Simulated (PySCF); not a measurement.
**Bond curve of HgO**

Set-up: Hg def2-TZVPP with ECP60, O def2-TZVPP; scalar-relativistic core potentials (PySCF 2.14). Energies in eV from Hg + O in their ground configurations at the same level. State: ³Π (triplet), unpaired electrons σ ↑, π ↑.

All columns are PBE. A positive dipole means Hg(−)O(+).

```csv
R (Å),E (eV),μ (D),Mulliken charge on Hg (basis-dependent),HOMO (eV),LUMO (eV),Mayer bond order,⟨S²⟩
1.889,-0.235,-1.39,0.31,-5.68,-5.85,1.04,2.01
1.977,-0.488,-1.59,0.30,-5.88,-5.72,0.94,2.01
2.065,-0.613,-1.76,0.29,-6.07,-5.59,0.86,2.01
2.131,-0.651,-1.86,0.28,-6.20,-5.51,0.81,2.01
2.197,-0.659,-1.94,0.27,-6.33,-5.44,0.76,2.01
2.263,-0.646,-2.00,0.26,-6.32,-5.39,0.71,2.01
2.351,-0.608,-2.05,0.24,-6.30,-5.35,0.65,2.01
2.461,-0.545,-2.06,0.22,-6.30,-5.32,0.58,2.01
2.592,-0.464,-2.02,0.19,-6.33,-5.33,0.51,2.01
2.768,-0.363,-1.90,0.16,-6.41,-5.47,0.41,2.01
```

A fit through these points gives, at Re = 2.184 Å, μ = -1.93 D and dμ/dR = -1.14 D/Å; the reduced mass is 14.82 u.

Q: How strong is the fundamental in the double-harmonic approximation, I = 42.26·(dμ/dR)²/μred km/mol?

A: I = 42.26·(-1.14)²/14.82 = 3.71 km/mol at PBE.

Spin–orbit coupling is left out, which matters for elements this heavy, above all for dissociation energies. The state was picked by a PBE0 search and need not be the measured ground state.

At some distances an empty level lies below a filled one, because the occupation is held.
